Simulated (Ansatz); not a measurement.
```yaml
atoms:
  - { symbol: H, position_ang: [-1.2047, -0.7775, -0.6564] }
  - { symbol: Li, position_ang: [-0.7665, -0.8159, 1.1105] }
  - { symbol: Li, position_ang: [-0.9874, 1.0303, -0.6709] }
  - { symbol: H, position_ang: [-0.5492, 0.9918, 1.0960] }
  - { symbol: Li, position_ang: [0.5492, -0.9918, -1.0960] }
  - { symbol: H, position_ang: [0.9874, -1.0303, 0.6709] }
  - { symbol: H, position_ang: [0.7665, 0.8159, -1.1105] }
  - { symbol: Li, position_ang: [1.2047, 0.7775, 0.6564] }
```

Basis set: def2-SVP (spherical functions). All electrons are correlated. Charge 0, multiplicity 1.

Computed with Ansatz (development build ahead of 0.2.0); each method stands on the lowest determinant of its kind that the runs found. Restricted open shells among the atoms or ions are ROHF, correlated in semicanonical orbitals with singles.

**Question.** Give the atomization energy at this shape (free ground-state atoms in the same class of orbitals less the molecule, no zero-point energy) of singlet Li4H4 by RHF-MP2, RHF.

**Answer.**

```tsv
method	atomization energy
RHF-MP2	1385.0 kJ/mol
RHF	1133.5 kJ/mol
```
